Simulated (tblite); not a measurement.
C4H4N (SMILES C1=C[N]C=C1), doublet, geometry from GFN2-xTB; GFN1-xTB (tblite 0.6.0).

tblite was given this input:
```
$ tblite run mol.xyz --method gfn1 --charge 0 --spin 1 --etemp 2000 --json tblite.json --no-restart

# file mol.xyz
9

N      0.00101311     0.00179014     1.21381074
C     -0.02836105     1.06635868     0.41796243
C      0.02906134    -1.06512128     0.42105804
C     -0.05593112     0.67892045    -0.96505293
C      0.05432176    -0.68176417    -0.96313820
H      0.02024113     2.06333536     0.81579789
H     -0.01887421    -2.06092004     0.82191303
H     -0.06280677     1.34944499    -1.80162395
H      0.05980256    -1.35475337    -1.79773810
```

The log (banner, timings and long lists left out):

```
xTB calculator
 | screened Coulomb repulsion
 | Coulomb electrostatics
 |  * isotropic Klopman-Ohno-Mataga-Nishimoto electrostatics
 |  * onsite third-order electrostatics
 | DFT-D3(BJ) dispersion correction

halogen bonding energy    0.0000000000000E+00 Eh
repulsion energy          2.1170676610754E-01 Eh
dispersion energy        -2.7781817715426E-03 Eh
number of electrons       2.5000000000000E+01 e
integral cutoff           1.9731147476801E+01 bohr

------------------------------------------------------------
  cycle        total energy    energy error   density error
------------------------------------------------------------
      1     -13.62398971263  -1.3832918E+01   6.7843393E-01
      2     -13.70372740751  -7.9737695E-02   4.0082461E-01
      3     -13.70232494454   1.4024630E-03   1.5372922E-01
      4     -13.70637471522  -4.0497707E-03   2.0349330E-02
      5     -13.70702802532  -6.5331010E-04   1.7699419E-03
      6     -13.70703245032  -4.4250038E-06   2.2831973E-04
      7     -13.70703254261  -9.2281066E-08   8.2700057E-05
      8     -13.70703253868   3.9302090E-09   1.1692844E-04
      9     -13.70703255437  -1.5690869E-08   1.4667214E-05
------------------------------------------------------------

electronic energy        -1.3915961138702E+01 Eh
total energy             -1.3707032554366E+01 Eh

Post processing:
 | Mayer-Wiberg bond orders

[Info] JSON dump of results written to 'tblite.json'
```
